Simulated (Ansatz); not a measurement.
Reaction (ligand exchange at the Si–C bond): `C[SiH2]F` + `N[SiH](O)O` → `O[SiH](O)N[SiH2]F` + CH₄

Isolated molecules relaxed with PBE0-D4/def2-TZVP in Ansatz; ΔE leaves out vibrations. CCSD(T)/CBS is the MP2 limit (def2-TZVPP, def2-QZVPP) plus CCSD(T) − MP2 in def2-TZVPP, frozen cores. This one scheme is used for every species. DFT in def2-TZVPP. Each species was taken in one conformer, which may not be the lowest.

CCSD(T)/CBS gives -79.3 kJ/mol.

Problem. Another level gave -81.9 kJ/mol. Which?
A. PBE-D4/def2-TZVPP
B. MP2/def2-TZVPP
C. r2SCAN/def2-TZVPP
D. PBE/def2-TZVPP

Solution. B. MP2/def2-TZVPP -81.9, PBE-D4 -73.7, PBE -68.7, r2SCAN -77.8 kJ/mol.

Largest T1 diagnostic among the species: 0.012.

The D4 term adds −7.9 kJ/mol with B3LYP and −4.5 kJ/mol with PBE0; it sums over pairs of atoms, weighted by their polarisabilities, and B3LYP, whose exchange is more repulsive, gets the larger term.

B3LYP here is the variant with VWN-RPA as its local correlation; programs differ in this.
